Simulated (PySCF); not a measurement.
IrO₄, SMILES [O]=[Ir+](=[O])(=[O])=[O], charge +1, multiplicity 1.

Coordinates come from a PBE0-D3(BJ)/def2-SVP optimisation. The spin state was assumed, not searched. The def2 effective core potentials stand for the cores of Ir; spin–orbit coupling is left out.

Two levels are set side by side: TDDFT-PBE/def2-SVPD (PySCF) and TDDFT-CAM-B3LYP/def2-SVPD (PySCF). Vertical, same geometry. The lowest singlet is HOMO−2→LUMO 90 % with PBE and HOMO−1→LUMO 94 % with the other functional; states are paired by order. Differences are taken from unrounded values.

```
quantity                              TDDFT-CAM-B3LYP
------------------------------------  ---------------
lowest singlet excitation (eV)                   3.06
lowest triplet excitation (TDA) (eV)             2.27
```

**Question.** What does TDDFT-PBE give, and how far is it from TDDFT-CAM-B3LYP? (An estimate is asked for; the answer gives what the named calculation found.)

**Answer.** 
```csv
quantity,TDDFT-PBE,TDDFT-PBE minus TDDFT-CAM-B3LYP
lowest singlet excitation (eV),3.42,0.36
lowest triplet excitation (TDA) (eV),2.68,0.41
```

Rough cost on one machine, each run with all the roots and properties that it gave: TDDFT-CAM-B3LYP against TDDFT-PBE about 5 times.
